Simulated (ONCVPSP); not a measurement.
**Ranking ONCV potentials for H**

All share these settings but for the change named:

H, optimised norm-conserving Vanderbilt (ONCV), made with ONCVPSP 4.0.1 (PBE, scalar-relativistic). Core none, reference 1s1. Waves: 1s: rc 1.35 bohr, ncon 4, nbas 7, qcut 6 1/bohr, 2 projectors, debl 1.3 Ha; p scattering state at 0.46 Ha: rc 1.25 bohr, ncon 3, nbas 6, qcut 7.3 1/bohr, 2 projectors, debl 2.2 Ha. Local part: polynomial inside 1.15 bohr (lpopt 5, dvloc0 0 Ha). Core correction: none.

Cutoff: the first of the cutoffs (Ha) at which the residual kinetic energy of the hardest occupied pseudo-wave falls to 1 and 0.1 mHa per electron; the density cutoff is not measured.

The base gives 13 Ha.

Of 6 variants that were run, those that failed, showed a ghost or another fault, or gave nearly equal values are left out.

A variant can come out equal or close to the base.

Problem. Rank these variants from softest to hardest (loose cutoff).
A. s: rc 1.12; local potential polynomial inside 1.12 bohr (lpopt 5, dvloc0 0 Ha)
B. s: rc 1.68
C. s: rc 1.98
D. s: rc 1.38
E. s: rc 0.92; local potential polynomial inside 0.92 bohr (lpopt 5, dvloc0 0 Ha)

Solution. C (9 Ha), B (10 Ha), D (12 Ha), A (15 Ha), E (19 Ha).
